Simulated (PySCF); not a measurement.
Species: C₈H₁₀S.
Atom-mapped SMILES: `[CH3:1][S:2][C:3]1=[CH:4][CH:5]=[CH:6][C:7]12[CH2:8][CH2:9]2` (hydrogens: H10, H11, H12 on C1; H13 on C4; H14 on C5; H15 on C6; H16, H17 on C8; H18, H19 on C9)

Level: CAM-B3LYP/def2-SVPD in PySCF, non-relativistic, on one gas-phase PBE0-D3(BJ)/def2-SVP geometry that isn't relaxed in the solvent. The solvent is an IEF-PCM continuum (Bondi radii, 1.10 Å for H, scaled by 1.2). Only the electrostatic response of the medium enters.

Gas phase at CAM-B3LYP/def2-SVPD: HOMO -6.71 eV, LUMO 0.46 eV, dipole 0.43 D.

Q: What does the continuum do to the energy, the frontier levels and the dipole at CAM-B3LYP/def2-SVPD in acetonitrile and dimethylsulfoxide?

A: 
| solvent | ε | E(solvent) − E(gas) (kJ/mol) | polarisation term (kJ/mol) | distortion of the solute (kJ/mol) | HOMO (eV) | LUMO (eV) | dipole (D) |
| --- | --- | --- | --- | --- | --- | --- | --- |
| acetonitrile | 35.69 | -18.81 | -21.54 | 2.73 | -6.82 | 0.39 | 0.52 |
| dimethylsulfoxide | 46.83 | -19.05 | -21.86 | 2.81 | -6.82 | 0.38 | 0.52 |

The polarisation term is half the interaction of the solute with the surface charges that it induces; the rest is the cost of distorting the solute's density. The sum is the electrostatic part of solvation alone. From acetonitrile to dimethylsulfoxide the lowering changes by a factor 1.01, Onsager's factor (ε − 1)/(2ε + 1) by 1.01 and ε itself by 1.3.

Q: How does the static polarisability (CAM-B3LYP/def2-SVPD, frozen core, with the continuum's full static response) change?

A: 
```
           medium  isotropic (au)  principal values (au)  ⟨r²⟩ of the electrons (bohr²)
              gas           112.5     79.3, 123.8, 134.5                         1398.3
     acetonitrile           160.6    116.3, 181.6, 183.9                         1396.0
dimethylsulfoxide           161.3    117.0, 182.3, 184.6                         1396.0
```

The isotropic value in dimethylsulfoxide is 1.43 times the gas-phase one; no cavity-field correction is applied. ⟨r²⟩ is taken about the centre of nuclear charge.

Conformer computed: `[CH3:1][S:2][C:3]1=[CH:4][CH:5]=[CH:6][C:7]12[CH2:8][CH2:9]2`: C1–S2–C3–C4 0°.
